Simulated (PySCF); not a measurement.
**Energy of Cr²⁺ (chromium, charge +2) between two integer charges**

The 3d alpha orbital of [Ar] 3d4 is emptied in steps (occupation f), with all orbitals relaxed, ending at [Ar] 3d3. Computed with PySCF 2.14 in def2-TZVPPD (6s6p4d2f1g, 67 functions), with the non-relativistic Hamiltonian (point nucleus). The exact energy is a straight line in f; departures are measured from the line between the end points of the same method.

Q: Among BHandHLYP, wB97X, CAM-B3LYP, which shows the largest delocalisation error (convex curve), and which is closest to linear?

A: Most convex: CAM-B3LYP (-1.012 eV at f = 0.5); closest to linear: wB97X (-0.728 eV).

```tsv
f	BHandHLYP (eV)	wB97X (eV)	CAM-B3LYP (eV)
1	0.000	0.000	0.000
0.75	-0.562	-0.538	-0.750
0.5	-0.758	-0.728	-1.012
0.25	-0.574	-0.552	-0.767
0	0.000	0.000	0.000
```

```tsv
method	E(f=0) − E(f=1) (eV)	−ε at f=1 (eV)	−ε at f=0.5 (eV)
BHandHLYP	31.075	28.114	31.044
wB97X	31.100	28.272	31.065
CAM-B3LYP	31.479	27.531	31.433
```

Reference removal energy between the ground levels: 30.959 ± 0.025 eV (measured; NIST Atomic Spectra Database, ionization energies). The calculation has no spin-orbit coupling. The determinant left behind need not be the lowest term of the ion.
